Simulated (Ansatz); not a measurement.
Consider the formal exchange of groups at the Si–H bond: `[SiH3]Cl` + `[NH2][Al]([OH])[SH]` → `[NH2][Al]([OH])[SiH2]Cl` + H₂S.

Gas-phase electronic energies from Ansatz, PBE0-D4/def2-TZVP geometries. CBS: MP2 limit from def2 TZ/QZ plus the TZ coupled-cluster correction, frozen cores. This one scheme is used for every species. Functionals use def2-TZVPP. Each species was taken in one conformer, which may not be the lowest.

```tsv
level	ΔE (kJ/mol)
r2SCAN-D4	103.3
ωB97M-V	105.8
MP2/def2-TZVPP	111.8
SCS-MP2/def2-TZVPP	110.1
CCSD/def2-TZVPP	103.4
HF/def2-QZVPP	116.3
MP2/def2-QZVPP	112.6
CCSD/CBS(def2)	104.6
```

What does CCSD(T)/CBS give? (Best estimate.)

Ansatz gave: +103.3 kJ/mol. The listed levels differ from it by 0.0, 2.5, 8.5, 6.8, 0.1, 13.0, 9.3, 1.3 kJ/mol.

Largest T1 diagnostic among the species: 0.011.

From PBE to PBE0 (25 % exact exchange), in def2-TZVPP and without D4, ΔE moves by +6.8 kJ/mol. In def2-TZVPP, CCSD(T) changes the Hartree–Fock value by −14.0 kJ/mol (the triples alone add −1.2 kJ/mol) and MP2 by −4.3 kJ/mol.
